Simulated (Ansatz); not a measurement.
Wavefunction ladder for AlBH8OSi2

| atom | x (Å) | y (Å) | z (Å) |
| --- | --- | --- | --- |
| B1 | 0.4560 | 1.6169 | 0.2698 |
| Si2 | -0.0839 | -0.0683 | 0.8194 |
| O3 | 0.8617 | -1.0944 | 1.6853 |
| Al4 | 1.7509 | 0.8174 | -1.2131 |
| Si5 | -2.0809 | -1.0735 | 0.1209 |
| H6 | -0.3362 | 2.3247 | -0.2765 |
| H7 | 1.6002 | 2.0284 | 0.4721 |
| H8 | 0.6710 | -2.0335 | 1.6616 |
| H9 | 1.8263 | 1.6478 | -2.5637 |
| H10 | 2.8568 | -0.2784 | -0.8920 |
| H11 | -2.7623 | -0.1780 | -0.8466 |
| H12 | -2.9685 | -1.3248 | 1.2881 |
| H13 | -1.7910 | -2.3843 | -0.5254 |

Charge 0, multiplicity 1. The bonds changed during the relaxation, so this is another structure than the one it started from. The geometry is a stationary point of PBE0-D4/def2-TZVP. It is one conformer, not always the lowest. Frozen core, restricted reference, Ansatz. CBS rows extrapolate triple and quadruple zeta; past MP2 they add the triple-zeta difference.

| basis | HF (Eh) | MP2 corr. |
| --- | --- | --- |
| def2-TZVPP | -924.04185 | -0.69332 |
| def2-QZVPP | -924.07183 | -0.74381 |

(1) Estimate the CCSD correlation energy and the (T) correction in each basis where they were run (hartree).

Answers

(1) 
| basis | CCSD corr. | (T) |
| --- | --- | --- |
| def2-TZVPP | -0.75657 | -0.03053 |
| CBS(def2) | -0.84446 | as TZ |
